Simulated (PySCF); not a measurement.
A structure optimised at B3LYP-D3(BJ)/def2-SVP, used in a PySCF frequency run:

```
Si
Cl 1 2.0771
Br 1 2.2434 2 109.33
Br 1 2.2434 2 109.33 3 120.51
```
Charge 0, spin multiplicity 2.

### Question
Write its SMILES, formula and point group.

### Answer
Cl[Si](Br)Br, Br2ClSi, Cs

### Question
What are its rotational constants (standard atomic weights)?

### Answer
1.7912, 0.91477, 0.62434 GHz
